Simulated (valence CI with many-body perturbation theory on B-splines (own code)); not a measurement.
**Mg VIII: key properties**

Computed by configuration interaction combined with many-body perturbation theory (CI+MBPT): three valence electrons over a frozen Dirac-Fock core [He], a basis of 9 s, 9 p, 8 d, 6 f, 3 g, 1 h functions for each j, with the one-electron correlation potential Σ1, the two-electron term Σ2, the three-electron term Σ3, Breit, model QED; selected CI, second order for the rest, scaled by the run's own slope (own B-spline code, finite nucleus).

No measured levels were compared; by estimate levels hold to about 100 cm⁻¹ or 0.05 % of their energy and the worst to 300 or 400 cm⁻¹, as in measured light ions of charge 2 to 7.

Rates and lifetimes use the calculated energies. Strong lines usually hold to 10 to 20 %, long lifetimes can be off by a factor of two.

Q: What is the ground level?

A: 2s2 2p 2P°_1/2, composition 96 % 2s2 2p 2P° + 3 % 2p3 2P°, g = 0.665.

Q: Where does the other parity begin?

A: At 2s 2p2 4P_1/2, 129780 cm⁻¹.

Q: What are the static dipole polarisabilities of the lowest levels?

A: 2s2 2p 2P°_1/2 0.226; 2s2 2p 2P°_3/2 0.227 (tensor 0.017) bohr³, of which the core gives 0.000487.

Q: Name the longest-lived excited levels whose lifetime is computed, and their main decay.

A: 2s2 2p 2P°_3/2 at 3299 cm⁻¹ lives 3.08 s, mostly by M1 to 2s2 2p 2P°_1/2; 2s 2p2 4P_3/2 at 130920 cm⁻¹ lives 55.4 μs, mostly by E1 to 2s2 2p 2P°_3/2; 2s 2p2 4P_5/2 at 132590 cm⁻¹ lives 16.6 μs, mostly by E1 to 2s2 2p 2P°_3/2.

Q: Among levels below 1470500 cm⁻¹, which E1 lines absorb most strongly from the ground level?

A: to 2s2 3d 2D_3/2 at 7.486 nm, f = 0.603; to 2s 2p 3p 2D_3/2 at 6.942 nm, f = 0.199; to 2s 2p2 2P_1/2 at 31.35 nm, f = 0.122.
